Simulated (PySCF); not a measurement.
Polarisability and C₆ of Sb (antimony, neutral)

[Kr] 4d10 5s2 5p3, high-spin 4S determinant. Calculation: PySCF 2.14, in ANO-RCC-VTZP; the spin-free X2C one-electron Hamiltonian (Gaussian nucleus). Coupled (time-dependent) response in atomic units; α is the mean over directions. The basis has no added diffuse functions, which lowers α and C₆.

| method | mean α (bohr³) | C₆ (like pair) | S(−4) |
| --- | --- | --- | --- |
| wB97X | 31.09 | 337.7 | 187.5 |

S(−4) is the Cauchy moment in α(ω) = α(0) + S(−4) ω² + …

Reference α: 43 ± 2 bohr³ (recommended; Schwerdtfeger and Nagle, table of static dipole polarizabilities (2023 update)). Published C₆: 492.0 (Chu and Dalgarno (2004); Tang, Norbeck and Certain (1976)).

α(iu) at wB97X:

| u (hartree) | α(iu) (bohr³) |
| --- | --- |
| 0 | 31.09 |
| 0.0500 | 30.63 |
| 0.100 | 29.36 |
| 0.200 | 25.37 |
| 0.300 | 21.01 |
| 0.500 | 14.09 |
| 0.750 | 9.068 |
| 1.00 | 6.350 |
| 1.50 | 3.746 |
| 2.00 | 2.550 |
| 3.00 | 1.447 |
| 5.00 | 0.6614 |

A single London oscillator, α(iu) = α/(1 + u²/ω²), gives C₆ = (3/4) ω α². Matching the computed C₆ needs ω = 4 × 337.7 / (3 × 31.09²) = 0.466 hartree.
